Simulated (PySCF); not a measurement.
Method: delta-SCF UKS SCAN, pcX-2 on the ionised atom, pcseg-1 elsewhere, spin-free X2C (PySCF). Geometries: GFN2-xTB; isolated species, one conformer each. Values against the vacuum level. Spin–orbit coupling isn't in the SCF: each 2p doublet comes from a relaxed spin-free hole plus a matrix of the shell (mean-field spin–orbit coupling and the ground-state 2p splitting), with 2p3/2 averaged over its two sublevels.

Task: Order these sites by rising C 1s binding energy.
A. C4 in `[F:1][C@H:2]1[CH2:3][CH2:4][NH:5][SiH2:6]1`
B. C3 in `[F:1][CH2:2][CH2:3]/[CH:4]=[N:5]/[SiH3:6]`
C. C3 in `[NH2:1][Si@@H:2]1[CH2:3][CH2:4][C@@H:5]1[F:6]`
D. C4 in `[F:1][Si@H:2]1[CH2:3][CH2:4][CH2:5][NH:6]1`

Result: C (289.84 eV), D (290.69 eV), B (291.06 eV), A (291.48 eV).

The highest is bonded to N, C and 2 H, the lowest to C, 2 H and Si; the range is 1.64 eV.

Task: Rank by computed Si 1s binding energy, lowest first.
A. Silicon in `FCC/C=N/[SiH3]`
B. Silicon in `[Si@@H]1(N)CC[C@@H]1F`
C. Si1 in `[SiH3:1][O:2][SiH2:3][SiH2:4][Cl:5]`

Result: B (1846.43 eV), A (1846.73 eV), C (1847.49 eV).

From the lowest up, the atoms are bonded to: N, 2 C and H (1846.43); N and 3 H (1846.73); O and 3 H (1847.49).

Task: Order these sites by rising Si 2p3/2 binding energy.
A. Silicon in `N[Si@@H]1CC[C@@H]1F`
B. Si3 in `[SiH3:1][O:2][SiH2:3][SiH2:4][Cl:5]`
C. Silicon in `FCC/C=N/[SiH3]`

Result: A (106.61 eV), C (106.93 eV), B (107.34 eV).

The highest is bonded to O, 2 H and Si, the lowest to N, 2 C and H; the range is 0.73 eV.
